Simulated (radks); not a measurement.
Results of a calculation; reference values are marked as such.
Spherical jellium clusters: N electrons in a uniform positive sphere of charge N and radius rs N^(1/3), rs = 3.56 bohr. Level of theory: non-relativistic Kohn-Sham, exchange-only LDA, spin-polarised, spherical densities (a radial shooting solver with Libxc functionals). Levels are named by radial order and angular momentum (1s, 1p, 1d, 2s, ...), and open shells are averaged over m.

N = 4, configuration 1s2 1p(up 2, down 0). This is the lowest configuration that the search found. Occupied and some empty levels:

level,occupation,eigenvalue (eV),<r> (bohr)
1s up,1,-4.2899,4.204
1s down,1,-3.2236,3.991
1p up,2,-2.3170,5.535
1p down,0,-1.0852,5.795
2s up,0,-0.52896,9.337
1d up,0,-0.38835,7.886

Energy (eV): total -2.78501, kinetic 8.1850, external -86.308, Hartree 40.739, exchange-correlation -11.627, background 46.226.
